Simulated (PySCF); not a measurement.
silanone (H₂OSi), singlet, at a GFN2-xTB geometry; DF-CAMB3LYP/def2-SVPD (PySCF).

Here is a job for PySCF.
```python
from pyscf import gto, scf, dft

mol = gto.Mole()
mol.atom = '''
    Si    0.06685327   -0.42675674    0.00274181
    O    -0.16591088    1.05908930   -0.00680439
    H    -0.98465592   -1.43401683   -0.00031696
    H     1.37599714   -1.06410322    0.01636676
'''
mol.basis = 'def2-svpd'
mol.verbose = 4
mol.build()

mf = dft.RKS(mol)
mf.xc = 'camb3lyp'
mf = mf.density_fit(auxbasis='def2-universal-jkfit')
mf.kernel()
```

Problem. What does PySCF print? Leave out banner, timings and long lists.

Solution. 
```
PySCF version 2.14.0

[INPUT] verbose = 4
[INPUT] num. atoms = 4
[INPUT] num. electrons = 24
[INPUT] charge = 0
[INPUT] spin (= nelec alpha-beta = 2S) = 0
[INPUT] symmetry False subgroup None
[INPUT] Mole.unit = angstrom
[INPUT] Symbol           X                Y                Z      unit          X                Y                Z       unit  Magmom
[INPUT]  1 Si     0.066853270000  -0.426756740000   0.002741810000 AA    0.126334370832  -0.806453360412   0.005181269986 Bohr   0.0
[INPUT]  2 O     -0.165910880000   1.059089300000  -0.006804390000 AA   -0.313526124286   2.001388718457  -0.012858433545 Bohr   0.0
[INPUT]  3 H     -0.984655920000  -1.434016830000  -0.000316960000 AA   -1.860730015732  -2.709899066717  -0.000598967592 Bohr   0.0
[INPUT]  4 H      1.375997140000  -1.064103220000   0.016366760000 AA    2.600257742785  -2.010863654068   0.030928693946 Bohr   0.0

nuclear repulsion = 53.0306092300045
number of shells = 27
number of NR pGTOs = 95
number of NR cGTOs = 63
basis = def2-svpd
ecp = {}

******** <class 'pyscf.df.df_jk.DFRKS'> ********
method = DFRKS
initial guess = minao
damping factor = 0
level_shift factor = 0
DIIS = <class 'pyscf.scf.diis.CDIIS'>
diis_start_cycle = 1
diis_space = 8
diis_damp = 0
SCF conv_tol = 1e-09
SCF conv_tol_grad = None
SCF max_cycles = 50
direct_scf = False
XC library pyscf.dft.libxc version 7.1.2
    S. Lehtola, C. Steigemann, M. J. T. Oliveira, and M. A. L. Marques,  SoftwareX 7, 1–5 (2018)
XC functionals = camb3lyp
    T. Yanai, D. P. Tew, and N. C. Handy,  Chem. Phys. Lett. 393, 51 (2004)
radial grids:
    Treutler-Ahlrichs [JCP 102, 346 (1995); DOI:10.1063/1.469408] (M4) radial grids

becke partition: Becke, JCP 88, 2547 (1988); DOI:10.1063/1.454033
pruning grids: <function nwchem_prune>
grids dens level: 3
symmetrized grids: False
atomic radii adjust function: <function treutler_atomic_radii_adjust>
small_rho_cutoff = 0
Set gradient conv threshold to 3.16228e-05
Initial guess from minao.
tot grids = 52880
******** <class 'pyscf.df.df.DF'> ********
auxbasis = def2-universal-jkfit
Create RSH-DF object <pyscf.df.df.DF object> for omega=0.33
******** <class 'pyscf.df.df.DF'> ********
auxbasis = auxmol.basis = def2-universal-jkfit
init E= -365.674034694009
  HOMO = -0.3703039915289  LUMO = -0.0911059232206375  gap/eV = 7.59737
cycle= 1 E= -365.528325557873  delta_E= 0.146  |g|= 0.942  |ddm|= 1.94
  HOMO = -0.136909784539362  LUMO = -0.0188247251445897  gap/eV = 3.21326
cycle= 2 E= -364.625176315107  delta_E= 0.903  |g|= 2.19  |ddm|= 2.33
  HOMO = -0.365623915708824  LUMO = -0.0588055010923698  gap/eV = 8.34895
cycle= 3 E= -365.729279734113  delta_E= -1.1  |g|= 0.0469  |ddm|= 1.68
  HOMO = -0.354592566286159  LUMO = -0.0431681313769157  gap/eV = 8.47429
cycle= 4 E= -365.730206706461  delta_E= -0.000927  |g|= 0.0199  |ddm|= 0.142
  HOMO = -0.359749505092842  LUMO = -0.0434911879045794  gap/eV = 8.60583
cycle= 5 E= -365.730294987155  delta_E= -8.83e-05  |g|= 0.00592  |ddm|= 0.0187
  HOMO = -0.360199887929515  LUMO = -0.0428822092731291  gap/eV = 8.63465
cycle= 6 E= -365.730304495285  delta_E= -9.51e-06  |g|= 0.00124  |ddm|= 0.00911
  HOMO = -0.360429438558643  LUMO = -0.0430092841533551  gap/eV = 8.63744
cycle= 7 E= -365.730305094414  delta_E= -5.99e-07  |g|= 0.000206  |ddm|= 0.00232
  HOMO = -0.360441900314723  LUMO = -0.0429817044513245  gap/eV = 8.63853
cycle= 8 E= -365.730305126476  delta_E= -3.21e-08  |g|= 2.44e-05  |ddm|= 0.000701
  HOMO = -0.360449909826428  LUMO = -0.0429833044547214  gap/eV = 8.63871
cycle= 9 E= -365.730305126991  delta_E= -5.15e-10  |g|= 6.08e-06  |ddm|= 6.72e-05
  HOMO = -0.360452011698068  LUMO = -0.0429830186831386  gap/eV = 8.63877
Extra cycle  E= -365.73030512699  delta_E= 1.53e-12  |g|= 8e-06  |ddm|= 1.32e-05
converged SCF energy = -365.73030512699
```
